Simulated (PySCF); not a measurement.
C5H5, SMILES [C]1=CCC=C1, multiplicity 2.

Coordinates come from a PBE0-D3(BJ)/def2-SVP optimisation. The isomer is the one that the SMILES or the coordinates give; other isomers of the formula were not compared. One conformer was computed; it need not be the lowest.

The numbers are results of SMD-M06-2X/def2-SVP run with PySCF, not measurements.

Solvation free energies are E(SMD) − E(gas) at the gas-phase geometry, for 1 M in both phases. In vacuum the dipole moment is 1.33 D.

Computed solvation free energies in water, n-hexane, cyclohexanone:
| solvent | ΔG(solv) (kcal/mol) | its non-electrostatic (CDS) part | dipole (D) |
|---|---|---|---|
| water | -0.7 | 2.7 | 1.99 |
| n-hexane | -4.2 | -3.1 | 1.54 |
| cyclohexanone | -4.2 | -1.1 | 1.92 |
